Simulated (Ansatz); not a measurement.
Clusters of 8 atoms, halide: binding per atom (eV) at several levels, gas phase, relaxed structures; Ansatz. Clusters are the lowest isomers that short searches found in that spin, judged at the geometry's level. Core potentials for Ag, Bi, Cs, Ru, Sn in the def2 sets, no spin–orbit coupling. Binding counts from free atoms in the multiplicity of their measured ground term, without zero-point energy. Singlets are spin-restricted. A dash marks a value that wasn't run or was left out as unsound. The structures are stationary points that may keep the symmetry of their start. Correlated methods freeze inner cores and use unrestricted references for open shells. Remarks come from the PBE and PBE0 runs and from stability tests at other levels; not every state was tested.

```json
{"species": "Bi2Cl6", "state": "singlet", "geometry": "PBE-D4/def2-SVP", "PBE-D4/def2-SVP": "2.64", "PBE-D4/def2-TZVP": "2.67", "r2SCAN-D4/def2-TZVP": "2.52", "PBE0-D4/def2-SVP": "2.45", "PBE0-D4/def2-TZVP": "2.50", "MP2/def2-TZVP": "2.43", "remarks": "–"}
{"species": "Sn3F5", "state": "doublet", "geometry": "r2SCAN-D4/def2-SVP", "PBE-D4/def2-SVP": "3.80", "PBE-D4/def2-TZVP": "3.75", "r2SCAN-D4/def2-TZVP": "3.64", "PBE0-D4/def2-SVP": "3.53", "PBE0-D4/def2-TZVP": "3.51", "MP2/def2-TZVP": "3.61", "remarks": "–"}
{"species": "Ru2Br6", "state": "singlet", "geometry": "PBE-D4/def2-SVP", "PBE-D4/def2-SVP": "2.93", "PBE-D4/def2-TZVP": "2.90", "r2SCAN-D4/def2-TZVP": "2.73", "PBE0-D4/def2-SVP": "–", "PBE0-D4/def2-TZVP": "2.43", "MP2/def2-TZVP": "–", "remarks": "restricted SCF unstable in HF"}
{"species": "Ga2Cl6", "state": "singlet", "geometry": "PBE-D4/def2-SVP", "PBE-D4/def2-SVP": "3.08", "PBE-D4/def2-TZVP": "3.02", "r2SCAN-D4/def2-TZVP": "3.05", "PBE0-D4/def2-SVP": "3.04", "PBE0-D4/def2-TZVP": "3.00", "MP2/def2-TZVP": "3.11", "remarks": "–"}
{"species": "Al2F6", "state": "singlet", "geometry": "B3LYP-D4/def2-SVP", "PBE-D4/def2-SVP": "4.93", "PBE-D4/def2-TZVP": "4.87", "r2SCAN-D4/def2-TZVP": "4.88", "PBE0-D4/def2-SVP": "4.75", "PBE0-D4/def2-TZVP": "4.73", "MP2/def2-TZVP": "5.05", "remarks": "–"}
{"species": "Cu4Cl4", "state": "singlet", "geometry": "r2SCAN-D4/def2-SVP", "PBE-D4/def2-SVP": "3.21", "PBE-D4/def2-TZVP": "2.88", "r2SCAN-D4/def2-TZVP": "2.96", "PBE0-D4/def2-SVP": "3.01", "PBE0-D4/def2-TZVP": "2.75", "MP2/def2-TZVP": "2.80", "remarks": "–"}
```

Estimate the rows for Ag4H4 (singlet, r2SCAN-D4/def2-SVP geometry); Cs4Cl4 (singlet, PBE0-D4/def2-SVP geometry).


| species | state | geometry | PBE-D4/def2-SVP | PBE-D4/def2-TZVP | r2SCAN-D4/def2-TZVP | PBE0-D4/def2-SVP | PBE0-D4/def2-TZVP | MP2/def2-TZVP |
| --- | --- | --- | --- | --- | --- | --- | --- | --- |
| Ag4H4 | singlet | r2SCAN-D4/def2-SVP | 1.96 | 1.96 | 2.03 | 1.89 | 1.90 | 1.89 |
| Cs4Cl4 | singlet | PBE0-D4/def2-SVP | 2.89 | 2.82 | 2.89 | 2.88 | 2.82 | 2.82 |
